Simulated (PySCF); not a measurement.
## Working with the constants of DyN

UHF constants of DyN, octet, about 9.1 electrons in the 4f shell (Mulliken), real f orbitals that mix terms (Dy x2c-TZVPall, N x2c-TZVPall; spin-free X2C with a Gaussian nucleus (PySCF 2.14); masses 163.9292 and 14.0031 u):

```
ωe              : 837.4 cm⁻¹
ωexe            : 2.11 cm⁻¹
Be              : 0.38183 cm⁻¹
αe              : 0.00105 cm⁻¹
D (centrifugal) : 3.18e-07 cm⁻¹
```

Problem. Give the vibrational terms G(v) and spacings up to v = 3.

Solution. G(v) = ωe(v+½) − ωexe(v+½)².

```
v  G(v) (cm⁻¹)  G(v) − G(v−1)  Bv (cm⁻¹)
0          418                    0.3813
1         1251            833     0.3803
2         2080            829     0.3792
3         2905            825     0.3782
```

These are scalar-relativistic numbers at best; spin–orbit coupling would shift them, the dissociation energy most. Hartree–Fock leaves out correlation, which carries a large part of most bond energies and some tenths to 1 eV of ionisation energies. With d or f electrons several states lie close, and the lowest PBE0 determinant need not be the measured ground state.
